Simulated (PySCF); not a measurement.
Geometry (Å), atoms numbered from 1 in this order:
```xyz
20

C     1.5985   -2.0380    1.5696
C     1.6111   -0.9772    1.0004
C     1.6740    0.2607    0.3500
C     0.6366    0.8552   -0.2761
C     0.8719    2.1469   -0.9047
N     2.0047    2.7061   -0.8731
Si   -1.0991    0.0913   -0.3714
C    -1.0129   -1.5779   -1.2788
C    -1.7942   -0.1358    1.3839
H     1.5766   -2.9641    2.0631
H     2.6371    0.7596    0.3626
H    -0.0094    2.5797   -1.3990
H     2.0607    3.6057   -1.3436
H    -1.9622    1.0200   -1.1277
H    -0.3916   -2.2844   -0.7364
H    -0.5942   -1.4689   -2.2749
H    -2.0009   -2.0157   -1.3838
H    -1.8268    0.8057    1.9239
H    -1.1816   -0.8237    1.9587
H    -2.8035   -0.5345    1.3543
```

Method: GFN2-xTB structure, shieldings: GIAO PBE0/pcSseg-1, in PySCF (isolated molecule, relativity neglected, one conformer, averaged over atoms made equivalent by symmetry, fast rotation or ring inversion).

Chemical shifts δ = σref − σ; $^{13}$C vs TMS, all at this level.

Question: Do the $^{13}$C shifts follow the atomic charges (in e)? Tabulate both.

Answer: 
```tsv
atoms	hybridisation	δ (ppm)	σ para (ppm)	Hirshfeld	IAO	Mulliken	ESP-fitted
C5	–	171.2	-231	+0.04	+0.04	+0.13	+0.40
C4	–	157.6	-233	-0.09	-0.28	-0.54	-0.46
C3	–	133.7	-203	-0.01	-0.11	-0.02	+0.17
C1	–	103.6	-178	-0.08	-0.23	-0.35	-0.38
C2	–	89.9	-158	-0.02	-0.02	+0.30	-0.06
C8/C9	–	-4.3	-63	-0.22	-0.71	-0.61	-0.78
```

Correlation coefficients of δ with charge over these carbons: Hirshfeld +0.82, IAO +0.79, Mulliken +0.39, ESP-fitted +0.71; with the paramagnetic shielding -1.00. With so few points these coefficients are fragile. Charge is one influence among several: hybridisation and low-lying excitations act through the paramagnetic term.

Shifts are as computed. Against solution values, carbons near 30 ppm lie about +3 ppm off and those near 130 ppm about +5 ppm. Of 1309 compounds with measured shifts, 239 miss one by over three times the rms of a fit or turn the order of signals round; such compounds aren't used in these exercises.
